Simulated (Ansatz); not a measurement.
The cluster CoBr₂. Total charge 0; doublet. Geometry relaxed at r2SCAN-D4/def2-TZVP.

Cartesian coordinates in Å:
```
Co -0.0011 -0.0015 0.0000
Br -0.2373 0.2049 2.1959
Br 0.2383 -0.2034 -2.1959
```

The charge 0 doublet is spin-contaminated (final ⟨S²⟩ up to 1.76, 0.75 for a pure state). The relaxation made no stability test and no search for a lower SCF solution. The geometry of the doublet was relaxed on an unsound state (⟨S²⟩ 1.76, where a pure state has 0.75). At PBE0-D4/def2-TZVP a quartet of charge 0 lies 1.04 eV below the doublet at the same geometry. The structure comes from a short search, and lower isomers may exist.

Task: Estimate the harmonic wavenumbers at UKS r2SCAN-D4/def2-TZVP (Ansatz, unscaled). Is this a minimum?

Result: 48, 68, 212, 397 cm⁻¹. Yes, no mode is imaginary beyond noise. Zero-point energy 4.3 kJ/mol. Run time 9.7 min (4 threads of Arm Neoverse V1 on a shared host).
